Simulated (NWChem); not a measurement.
# C2H4OSe; SMILES [SeH]CC=O

```xyz
8

O      0.5711     2.5386    -0.0889
C      0.0906     1.5533     0.4313
C     -0.9791     0.6913    -0.1999
Se    -0.2157    -1.1003    -0.5830
H      0.4395     1.1863     1.4460
H     -1.8615     0.5655     0.4583
H     -1.2853     1.1184    -1.1738
H     -0.2696    -1.5513     0.8330
```
Atoms are numbered in this order, from 1.

Results from NWChem. Pople sets run with spherical d functions. STO-3G and 3-21G are far too small for this property and stand as cheap habits. The geometry was optimised at PBE-D3(BJ)/def2-SVP. Field at 589 nm.

```
level           isotropic polarisability (bohr³)  anisotropy (bohr³)
--------------  --------------------------------  ------------------
B3LYP/STO-3G                                   ?                   ?
B3LYP/6-31G*                                47.6                24.1
B3LYP/def2-SVP                              48.2                23.5
```

Complete the blanks.


- B3LYP/STO-3G, isotropic polarisability (bohr³): 23.2
- B3LYP/STO-3G, anisotropy (bohr³): 18.7
